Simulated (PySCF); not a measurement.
# Basis and Hamiltonian dependence of the excitation energy of Si²⁺

Si²⁺ [Ne] 3s2 (1S) → Si²⁺ [Ne] 3s1 3p1 (3P). All values are computed (PySCF 2.14, energy differences of UHF-based or UKS calculations, no spin-orbit coupling). Values in eV.

| basis | Hamiltonian | functions | UHF | r2SCAN | PBE0 | MP2 (valence) | CCSD(T) (valence) | CCSD(T) (valence and next inner shell) |
| --- | --- | --- | --- | --- | --- | --- | --- | --- |
| x2c-TZVPPall | spin-free X2C | 42 | 5.339 | 5.875 | 6.295 | 6.124 | 6.422 | 6.562 |
| aug-cc-pVTZ-DK | spin-free X2C | 50 | 5.354 | 5.891 | 6.302 | 6.140 | n/a | n/a |
| x2c-QZVPPall | spin-free X2C | 70 | 5.325 | 5.865 | 6.272 | 6.154 | 6.429 | 6.584 |
| aug-cc-pwCVTZ | non-relativistic | 75 | 5.282 | 5.823 | 6.234 | 6.085 | 6.376 | 6.517 |
| aug-cc-pVQZ-DK | spin-free X2C | 84 | 5.331 | 5.863 | 6.279 | 6.156 | 6.434 | n/a |
| x2c-QZVPPall with one added diffuse shell each of s, p, d, f type | spin-free X2C | 86 | 5.325 | 5.865 | 6.272 | 6.154 | 6.429 | 6.584 |
| aug-cc-pV(Q+d)Z with one added diffuse shell each of s, p, d, f, g type | non-relativistic | 114 | 5.265 | 5.796 | 6.210 | 6.093 | n/a | n/a |
| dyall-av4z | spin-free X2C | 129 | 5.323 | 5.865 | 6.273 | 6.153 | n/a | n/a |
| aug-cc-pCVQZ-DK | spin-free X2C | 134 | 5.325 | 5.864 | 6.272 | 6.155 | n/a | n/a |

Frozen in the all-electron rows: valence: [Ne]; valence and next inner shell: 1s2.
